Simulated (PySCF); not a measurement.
A structure optimised at PBE-D3(BJ)/def2-SVP, used in a PySCF frequency run:

```xyz
11

Mo    -0.0673     0.6501     0.0000
O     -0.4220    -1.1830     0.0000
C      0.1957    -2.4481     0.0000
H     -0.5939    -3.2300     0.0000
H      0.8253    -2.5799    -0.9056
H      0.8253    -2.5799     0.9056
H      1.2013     1.7387     0.0000
H      0.0794     1.4673     1.4837
H      0.0794     1.4673    -1.4837
H      1.3060     0.2819     0.8129
H      1.3060     0.2819    -0.8129
```
Charge 0, spin multiplicity 1.

### Question
Write its SMILES, formula and point group.

### Answer
C[O][MoH5], CH₈MoO, Cs

### Question
What are its rotational constants (standard atomic weights)?

### Answer
28.806, 2.9221, 2.8772 GHz
